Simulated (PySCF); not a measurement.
Polarisability and C₆ of Bi²⁺ (bismuth, charge +2)

[Xe] 4f14 5d10 6s2 6p1, 2P determinant. All numbers are calculated (PySCF 2.14, a scalar-relativistic core potential, in aug-cc-pVQZ-PP with ECP60MDF (7s7p5d3f2g, 92 functions)). Coupled (time-dependent) response in atomic units; α is the mean over directions.

| method | mean α (bohr³) | α xx, yy, zz | C₆ (like pair) | S(−4) |
| --- | --- | --- | --- | --- |
| CAM-B3LYP | 15.93 | 15.02, 17.74, 15.02 | 115.6 | 64.17 |

S(−4) is the Cauchy moment in α(ω) = α(0) + S(−4) ω² + …

Spin-orbit coupling is absent.

α(iu) at CAM-B3LYP:

```json
{"u (hartree)": "0", "α(iu) (bohr³)": "15.93"}
{"u (hartree)": "0.0500", "α(iu) (bohr³)": "15.77"}
{"u (hartree)": "0.100", "α(iu) (bohr³)": "15.32"}
{"u (hartree)": "0.200", "α(iu) (bohr³)": "13.81"}
{"u (hartree)": "0.300", "α(iu) (bohr³)": "11.98"}
{"u (hartree)": "0.500", "α(iu) (bohr³)": "8.792"}
{"u (hartree)": "0.750", "α(iu) (bohr³)": "6.231"}
{"u (hartree)": "1.00", "α(iu) (bohr³)": "4.708"}
{"u (hartree)": "1.50", "α(iu) (bohr³)": "3.057"}
{"u (hartree)": "2.00", "α(iu) (bohr³)": "2.183"}
{"u (hartree)": "3.00", "α(iu) (bohr³)": "1.277"}
{"u (hartree)": "5.00", "α(iu) (bohr³)": "0.5775"}
```

A single London oscillator, α(iu) = α/(1 + u²/ω²), gives C₆ = (3/4) ω α². Matching the computed C₆ needs ω = 4 × 115.6 / (3 × 15.93²) = 0.607 hartree.

For an ion, C₆ is the dispersion term alone; charge-induced terms of lower order in 1/R come first.

The components differ because the open shell of this determinant is not spherical; for a pure term their mean is the scalar polarisability.

Energies and moments cover only the electrons outside the core potential. Spin-orbit coupling, absent here, splits the open shell strongly.
